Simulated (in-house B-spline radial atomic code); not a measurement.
OEP/ALDAx excitations of V VI (V5+)

Method: OEP/ALDAx. Computed with a B-spline radial code for spherical atoms: linear response of the closed shell [Ne] 3s2 3p6 with the adiabatic LDA exchange kernel on the exchange-only optimised effective potential; non-relativistic, point nucleus, no spin-orbit coupling, no double excitations, S, P, D and F terms only. Only terms of natural parity with L up to 3 were computed.

Command:
```bash
python run_td.py task.json out
```
Settings (radii: box in bohr, nucleus in fm):
```
Z                        23
electrons                18
configuration            [Ne] 3s2 3p6
hamiltonian              nr
method                   oep
box_radius               16.35
intervals                72
```

Time taken, with all properties: 0.5 s on 1 thread of Intel(R) Xeon(R) Platinum 8259CL CPU @ 2.50GHz (Skylake/Cascade Lake), with other jobs on the host.

The lowest states, in the order of their Tamm-Dancoff energies; the method's threshold (minus the highest occupied level) is 128.27 eV. Labels give the largest channel, * marks a mixed state, and oscillator strengths are full-response dipole values. Semilocal kernels can invert the small singlet-triplet splittings of Rydberg terms. Energies in eV:

| state | full response | Tamm-Dancoff | oscillator strength |
| --- | --- | --- | --- |
| 3p → 3d 3P | 38.26 | 38.41 | - |
| 3p → 3d 3F | 39.40 | 39.50 | - |
| 3p → 3d 1F | 42.94 | 42.99 | - |
| 3p → 3d 1P | 55.10 | 57.62 | 3.87 |
| 3s → 3d 3D | 66.37 | 66.43 | - |
| 3p → 4s 3P | 66.76 | 66.78 | - |
| 3p → 4s 1P | 67.73 | 67.80 | 0.233 |
| 3s → 3d 1D | 70.74 | 70.87 | - |
| 3p → 4p 3S | 73.76 | 73.79 | - |
| 3p → 4p 3D | 74.74 | 74.75 | - |
| 3p → 4p 1D | 75.42 | 75.43 | - |
| 3p → 4p 1S | 78.62 | 78.88 | - |
| 3p → 4d 3P | 86.55 | 86.57 | - |
| 3p → 4d 3F | 86.84 | 86.84 | - |
| 3p → 4d 1F | 87.22 | 87.22 | - |
| 3p → 4d 1P | ? | ? | ? |
| 3s → 4s 3S | 93.42 | 93.43 | - |
| 3p → 4f 3D | 94.64 | 94.65 | - |
| 3s → 4s 1S | ? | ? | - |
| 3p → 5s 3P | 95.25 | 95.25 | - |
| 3p → 5s 1P | 95.54 | 95.55 | 0.0629 |
| 3p → 4f 1D | 95.57 | 95.59 | - |

Task: Where does 3s → 4s 1S lie?

Result: At 94.93 eV in full response, 95.00 eV in Tamm-Dancoff.

Task: Where does 3p → 4d 1P lie?

Result: At 88.12 eV in full response, 88.30 eV in Tamm-Dancoff, oscillator strength 0.0759.

Task: How large is the singlet-triplet splitting of 3p → 3d (F terms) in Tamm-Dancoff?

Result: 3.48 eV, from the unrounded values.

Task: What polarisabilities and dispersion coefficient does the method give?

Result: Dipole 1.084 bohr³, quadrupole 1.156 bohr⁵, C6 1.975 hartree·bohr⁶ for two such species.
